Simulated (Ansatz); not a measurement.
`[CH3][Al]([F])[F]` + HBr → `[F][Al]([F])[Br]` + CH₄ at 400 K and 1 bar (ligand exchange at the Al–C bond).

Program: Ansatz. Geometries: PBE0-D4/def2-TZVP. ΔE: electronic, gas phase. CBS: MP2 limit from def2 TZ/QZ plus the TZ coupled-cluster correction, frozen cores. This one scheme is used for every species. For Br outer-core shells are correlated without core-valence functions, which leaves a few kJ/mol of doubt a bond. Scalar relativity is left out up to krypton.

| species | CCSD(T)/CBS energy (Eh) | H − E (kJ/mol) | S (J/(mol·K)) |
| --- | --- | --- | --- |
| `[CH3][Al]([F])[F]` | -481.63134 | 133.7 | 354.6 |
| HBr | -2573.91920 | 27.6 | 207.2 |
| `[F][Al]([F])[Br]` | -3015.14527 | 39.2 | 331.0 |
| CH₄ | -40.46206 | 131.3 | 197.2 |

H − E and S are ideal-gas, rigid-rotor, harmonic terms from PBE0-D4/def2-TZVP. 1 Eh = 2625.50 kJ/mol, R = 8.31446 J/(mol·K).

Task: By hand: ΔE, ΔH, ΔS and ΔG.

Result: ΔE = (-3015.14527) + (-40.46206) − (-481.63134) − (-2573.91920) = -0.05679 Eh = -149.1 kJ/mol. Δ(H − E) = 39.2 + 131.3 − 133.7 − 27.6 = 9.2, so ΔH = -139.9 kJ/mol. ΔS = 331.0 + 197.2 − 354.6 − 207.2 = -33.6 J/(mol·K). ΔG = -139.9 − 400 × (-33.6)/1000 = -126.5 kJ/mol.

Task: By hand: the equilibrium constant, and the temperature at which ΔG would vanish if ΔH and ΔS stayed fixed.

Result: log₁₀ K = −ΔG/(RT ln 10) = 16.5. ΔG = 0 at ΔH/ΔS = 4164 K, far beyond where these terms or the molecules hold.

ΔH outweighs TΔS. A doubt of 5 kJ/mol in ΔE shifts log₁₀ K by 0.7 here. Modes under 60 cm⁻¹, often nearly free rotors, make the harmonic entropy too high. These are equilibria of isolated gas molecules and say nothing of rates. Largest T1 diagnostic: 0.012 (customary marks: 0.02 for closed shells, 0.045 for open ones).
